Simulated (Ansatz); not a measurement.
Z-matrix (Å, degrees):
```
C
C 1 1.522
H 1 1.095 2 110.7
H 1 1.092 2 112.1 3 -120.5
H 1 1.093 2 110.8 3 119.3
C 2 1.527 1 112.8 3 61.2
C 2 1.521 1 110.5 3 -62.9
H 2 1.099 1 107.8 3 179.4
C 6 1.537 2 115.0 1 61.2
H 6 1.096 2 107.7 1 -176.5
H 6 1.098 2 108.6 1 -62.6
H 7 1.095 2 110.6 1 62.6
H 7 1.093 2 111.4 1 -57.0
H 7 1.093 2 111.4 1 -177.7
C 9 1.524 6 110.9 2 131.0
C 9 1.541 6 112.3 2 -101.7
H 9 1.098 6 107.2 2 14.7
H 15 1.093 9 111.3 6 57.9
H 15 1.093 9 112.3 6 179.0
H 15 1.093 9 110.3 6 -61.2
C 16 1.523 9 113.1 6 -73.9
C 16 1.522 9 111.9 6 160.6
H 16 1.096 9 106.5 6 43.8
H 21 1.093 16 111.3 9 -69.1
H 21 1.093 16 112.1 9 51.6
H 21 1.093 16 110.5 9 171.7
H 22 1.094 16 111.5 9 64.4
H 22 1.093 16 111.0 9 -176.1
H 22 1.094 16 111.3 9 -56.0
```

The species carries charge 0 and has multiplicity 1.

(1) List the PBE0/def2-TZVPP orbital energies in eV (the Gaussian-basis code of Ansatz). (An estimate is asked.)

## Answers

(1) Computed: Occupied: -278.13, -278.06, -278.03, -277.75, -277.67, -277.66, -277.64, -277.63, -277.63, -23.26, -22.27, -20.72, -19.13, -19.08, -18.89, -17.23, -15.63, -15.06, -13.30, -12.99, -12.60, -12.25, -11.86, -11.38, -11.20, -10.76, -10.70, -10.43, -10.30, -10.21, -9.71, -9.55, -9.18, -8.96, -8.60, -8.51, -8.35. Lowest empty: 1.07, 1.54, 1.73, 1.84, 2.42, 2.68, 2.78, 2.81.
